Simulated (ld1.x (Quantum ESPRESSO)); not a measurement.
# An all-electron radial function and its pseudo partner (Cu)

Columns: radius, all-electron u(r) and pseudo u(r) of the 4s shell (level -4.66 eV) of copper in the configuration [Ar] 3d10 4s1 4p0; PW91, scalar-relativistic, PAW scheme, ld1.x (Quantum ESPRESSO) 7.5.

```json
{"r (bohr)": "0.188", "all-electron": "-0.1403", "pseudo": "-0.0980"}
{"r (bohr)": "0.375", "all-electron": "0.1540", "pseudo": "-0.1926"}
{"r (bohr)": "0.562", "all-electron": "0.2507", "pseudo": "-0.2817"}
{"r (bohr)": "0.750", "all-electron": "0.1338", "pseudo": "-0.3634"}
{"r (bohr)": "0.938", "all-electron": "-0.0501", "pseudo": "-0.4352"}
{"r (bohr)": "1.125", "all-electron": "-0.2247", "pseudo": "-0.4957"}
{"r (bohr)": "1.312", "all-electron": "-0.3663", "pseudo": "-0.5446"}
{"r (bohr)": "1.500", "all-electron": "-0.4719", "pseudo": "-0.5820"}
{"r (bohr)": "1.688", "all-electron": "-0.5447", "pseudo": "-0.6082"}
{"r (bohr)": "1.875", "all-electron": "-0.5903", "pseudo": "-0.6237"}
{"r (bohr)": "2.062", "all-electron": "-0.6146", "pseudo": "-0.6300"}
{"r (bohr)": "2.250", "all-electron": "-0.6225", "pseudo": "-0.6281"}
{"r (bohr)": "2.438", "all-electron": "-0.6177", "pseudo": "-0.6190"}
{"r (bohr)": "2.625", "all-electron": "-0.6037", "pseudo": "-0.6038"}
{"r (bohr)": "2.812", "all-electron": "-0.5830", "pseudo": "-0.5830"}
{"r (bohr)": "3.000", "all-electron": "-0.5574", "pseudo": "-0.5574"}
{"r (bohr)": "3.188", "all-electron": "-0.5287", "pseudo": "-0.5287"}
{"r (bohr)": "3.375", "all-electron": "-0.4983", "pseudo": "-0.4983"}
{"r (bohr)": "3.562", "all-electron": "-0.4671", "pseudo": "-0.4671"}
{"r (bohr)": "3.750", "all-electron": "-0.4357", "pseudo": "-0.4357"}
{"r (bohr)": "3.938", "all-electron": "-0.4049", "pseudo": "-0.4049"}
{"r (bohr)": "4.125", "all-electron": "-0.3752", "pseudo": "-0.3752"}
{"r (bohr)": "4.312", "all-electron": "-0.3468", "pseudo": "-0.3468"}
{"r (bohr)": "4.500", "all-electron": "-0.3198", "pseudo": "-0.3198"}
{"r (bohr)": "4.688", "all-electron": "-0.2944", "pseudo": "-0.2944"}
{"r (bohr)": "4.875", "all-electron": "-0.2708", "pseudo": "-0.2708"}
```

Q: How many radial nodes do the two functions have?

A: The all-electron 4s function has n − l − 1 = 3 (the table is too coarse to show those close to the nucleus); the pseudo-wave has 0, since the states of the same l below it are removed with the core.

Q: At about which radius was the pseudo-wave matched?

A: 2.75 bohr, where the columns begin to agree (steps of 0.19 bohr).

Q: Is the pseudo-wave norm-conserving?

A: No, it belongs to a PAW set: the norm inside the radius is not constrained, and the difference is carried by the augmentation charge.
